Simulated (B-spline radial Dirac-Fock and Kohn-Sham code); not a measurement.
ΔSCF core binding energies without Breit or QED terms, calculated with a radial finite-basis atomic code.

A sound run for the Tl⁷⁺ ion, configuration [Xe] 4f14 5d6: The ground state converged in 10 iterations, with total energy -20261.99201 Ha, virial ratio 1.86399 and highest orbital energy -117.26 eV. ΔSCF binding energies: K (1s) 86116.8 eV, L3 (2p3/2) 12811.9 eV, M5 (3d5/2) 2509.8 eV.

A second run, with one unsound setting: The ground state converged in 10 iterations, with total energy -9946.59592 Ha, virial ratio 2.66112 and highest orbital energy -102.75 eV. ΔSCF binding energies: K (1s) 10297.9 eV, L3 (2p3/2) 6065.6 eV, M5 (3d5/2) 2553.8 eV.

```
iter   energy (Ha)        error
   1    -9766.43884285  1.09e+01
   2    -9886.46160619  3.25e+00
   3    -9943.43890558  6.83e-01
   4    -9946.46468516  1.44e-01
   5    -9946.55296026  8.15e-02
   6    -9946.59578956  5.73e-03
   7    -9946.59591715  3.75e-04
   8    -9946.59591843  6.64e-05
   9    -9946.59591848  4.55e-06
  10    -9946.59591848  2.01e-07
```

**Question.** Which fault fits the second run best?
A. functional not served
B. too few iterations
C. nuclear radius in wrong units
D. overfilled shell

**Answer.** C. The input had radius_factor = 1000.0: radius_factor inflates the nucleus far beyond its size, which weakens the binding of the inner electrons.
